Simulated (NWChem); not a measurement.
**Correlation energy of Cd**

```
Cd
```
Charge 0, spin multiplicity 1.

All runs are NWChem calculations.

Basis set: def2-QZVP. Each correlation energy counts from its own Hartree-Fock reference.

```
method        correlation energy (mHa)  difference from CCSD(T)
------------  ------------------------  -----------------------
MP2                             -470.5                    -18.6
SCS-MP2                         -418.4                    +33.5
CR-CCSD[T]                      -449.1                     +2.9
CR-CCSD(T)                      -448.7                     +3.2
CCSD                            -435.2                    +16.7
CCSD+T(CCSD)                    -452.4                     -0.5
CCSD(T)                         -451.9                      0.0
```

The values span 52.1 mHa, from MP2 (lowest) to SCS-MP2 (highest). 

Effective core potentials replace the inner electrons of Cd; spin-orbit coupling is left out. The correlated methods keep 4 core orbitals frozen. Differences from the coupled-cluster row are differences between methods, not errors against experiment.
